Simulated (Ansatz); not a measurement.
Stepwise reaction of `[SH][Al]([Br])[Br]` with hydrogen chloride, as a gas-phase model of exchange steps in deposition or etching. ΔE in kJ/mol; ΔG adds harmonic PBE0-D4 terms to CCSD(T)/CBS, at 1 bar.

Program: Ansatz. Geometries: PBE0-D4/def2-TZVP. ΔE: electronic, gas phase. CBS: MP2 limit from def2 TZ/QZ plus the TZ coupled-cluster correction, frozen cores. This one scheme is used for every species. DFT in def2-TZVPP. B3LYP here is the variant with VWN-RPA as its local correlation; programs differ in this. For Br outer-core shells are correlated without core-valence functions, which leaves a few kJ/mol of doubt a bond. Scalar relativity is left out up to krypton. Each species was taken in one conformer, which may not be the lowest.

```tsv
step	reaction	PBE-D4	B3LYP-D4	ωB97M-V	CCSD(T)/CBS	ΔG(600 K)
1	`[SH][Al]([Br])[Br]` + HCl → `[SH][Al]([Cl])[Br]` + HBr	0.1	-1.5	-1.0	1.7	0.4
```

**Question.** Give the row of step 2, `[SH][Al]([Cl])[Br]` + HCl → `[SH][Al]([Cl])[Cl]` + HBr. (Estimate.)

**Answer.** Computed: 
```json
{"step": "2", "reaction": "`[SH][Al]([Cl])[Br]` + HCl → `[SH][Al]([Cl])[Cl]` + HBr", "PBE-D4": "0.0", "B3LYP-D4": "-1.7", "ωB97M-V": "-1.0", "CCSD(T)/CBS": "1.7", "ΔG(600 K)": "0.3"}
```

**Question.** By hand: ΔE of the 2 steps together at CCSD(T)/CBS.

**Answer.** (1.7) + (1.7) = 3.4 kJ/mol, or 1.7 kJ/mol a step.

In ΔE the steps differ by no more than 0.0 kJ/mol. ΔG lies between 0.3 and 0.4 kJ/mol a step. PBE-D4 differs from CCSD(T)/CBS by -1.7 to -1.6 kJ/mol a step. Isolated molecules leave out the surface, adducts and barriers. Largest T1 diagnostic: 0.009.
